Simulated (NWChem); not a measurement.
System: SnAsH$_{5}$; SMILES [AsH2][SnH3]

NWChem input:

```
start job
memory heap 200 mb stack 900 mb global 1100 mb
geometry units angstroms noautoz
  Sn    -0.017752    -1.075562     0.000766
  As    -0.042845     1.541280     0.006130
  H     -0.698275    -1.620885    -1.474766
  H     -0.986441    -1.628993     1.301916
  H      1.564586    -1.715399     0.163087
  H      1.129919     1.597714    -0.969914
  H      0.893868     1.590601     1.210839
end
basis spherical
  Sn library def2-svp
  As library def2-svp
  H library def2-svp
end
ecp
  Sn library def2-ecp
end
dft
  xc scan
  iterations 150
  mulliken
end
task dft energy
```

NWChem printed, in part:

```
             Northwest Computational Chemistry Package (NWChem) 7.3.0
             --------------------------------------------------------

 C1  symmetry detected

                             Geometry "geometry" -> ""
                             -------------------------

 Output coordinates in angstroms (scale by  1.889725989 to convert to a.u.)

  No.       Tag          Charge          X              Y              Z
 ---- ---------------- ---------- -------------- -------------- --------------
    1 Sn                  50.0000    -0.00000338     1.02225918    -0.01206991
    2 As                  33.0000     0.00000303    -1.59455439    -0.04048187
    3 H                    1.0000    -1.39186022     1.57314777    -0.84689906
    4 H                    1.0000     1.39971642     1.57266702    -0.83394048
    5 H                    1.0000    -0.00730853     1.65966289     1.57953186
    6 H                    1.0000    -1.09699068    -1.64926041     1.02010011
    7 H                    1.0000     1.09651198    -1.64888111     1.02060451

 Effective nuclear repulsion energy (a.u.)     436.3476544385

                                 NWChem DFT Module
                                 -----------------

 Summary of "ao basis" -> "ao basis" (spherical)
 ------------------------------------------------------------------------------
       Tag                 Description            Shells   Functions and Types
 ---------------- ------------------------------  ------  ---------------------
 Sn                         def2-svp                10       26   4s4p2d
 As                         def2-svp                12       32   5s4p3d
 H                          def2-svp                 3        5   2s1p

            General Information
            -------------------
          SCF calculation type: DFT
          Wavefunction type:  closed shell.
          No. of atoms     :     7
          No. of electrons :    60
           Alpha electrons :    30
            Beta electrons :    30
          Charge           :     0
          Spin multiplicity:     1
          Use of symmetry is: off; symmetry adaption is: off
          Maximum number of iterations: 150
          AO basis - number of functions:    83
                     number of shells:    37
          Convergence on energy requested:  1.00D-06
          Convergence on density requested:  1.00D-05
          Convergence on gradient requested:  5.00D-04

              XC Information
              --------------
                         SCAN Method XC Functional
                  SCAN metaGGA Exchange Functional  1.000
                        SCAN Correlation Potential  1.000

             Grid Information
             ----------------
          Grid used for XC integration:  medium
          Radial quadrature: Mura-Knowles
          Angular quadrature: Lebedev.
          Tag              B.-S. Rad. Rad. Pts. Rad. Cut. Ang. Pts.
          ---              ---------- --------- --------- ---------
          Sn                  1.45      123          10.0       590
          As                  1.15      112          10.0       590
          H                   0.35       45          11.0       434
          Grid pruning is: on
          Number of quadrature shells:   460
          Spatial weights used:  Erf1

      Superposition of Atomic Density Guess
      -------------------------------------

 Sum of atomic energies:       -2485.45176481

      Non-variational initial energy
      ------------------------------

 Total energy =   -2450.063894
 1-e energy   =   -3919.413912
 2-e energy   =    1255.439398
 HOMO         =      -0.277889
 LUMO         =       0.043958

     ---------------------------------------------
      Total Density - Mulliken Population Analysis
     ---------------------------------------------

    Atom       Charge   Shell Charges
 -----------   ------   -------------------------------------------------------
    1 Sn  22    21.51   1.60  0.42  0.95  0.36  3.25  2.76  1.29  0.81  9.75  0.33
    2 As  33    33.19   2.00  2.00  2.00  1.29  0.51  6.00  5.98  1.49  1.88  8.17  1.78  0.10
    3 H    1     1.12   0.66  0.45  0.01
    4 H    1     1.12   0.66  0.45  0.01
    5 H    1     1.12   0.66  0.45  0.01
    6 H    1     0.97   0.63  0.32  0.02
    7 H    1     0.97   0.63  0.32  0.02

   convergence    iter        energy       DeltaE   RMS-Dens  Diis-err
 ---------------- ----- ----------------- --------- --------- ---------
 d= 0,ls=0.0,diis     1  -2453.0963495945 -2.67D+03  1.04D-02  1.96D-01
 d= 0,ls=0.0,diis     2  -2453.1183321233 -2.20D-02  4.37D-03  6.63D-02
 d= 0,ls=0.0,diis     3  -2453.1250693941 -6.74D-03  2.09D-03  1.78D-02
 d= 0,ls=0.0,diis     4  -2453.1274779572 -2.41D-03  7.33D-04  1.07D-03
 d= 0,ls=0.0,diis     5  -2453.1276767634 -1.99D-04  1.89D-04  1.75D-04
  Resetting Diis
 d= 0,ls=0.0,diis     6  -2453.1277046594 -2.79D-05  3.79D-05  5.98D-06
 d= 0,ls=0.0,diis     7  -2453.1277055165 -8.57D-07  1.50D-05  1.62D-07
 d= 0,ls=0.0,diis     8  -2453.1277054940  2.25D-08  8.79D-06  2.69D-07

         Total DFT energy =    -2453.127705494048
      One electron energy =    -3920.757689510042
           Coulomb energy =     1356.906504238118
    Exchange-Corr. energy =     -103.187139915437
 Nuclear repulsion energy =      213.910619693313

 Numeric. integr. density =       59.999944978083

                       DFT Final Molecular Orbital Analysis
                       ------------------------------------

[...]
```

Level: SCAN/def2-SVP with def2 effective core potentials on Sn. Geometry: optimised at PBE0/def2-SVP. def2 effective core potentials on Sn; no spin-orbit coupling.
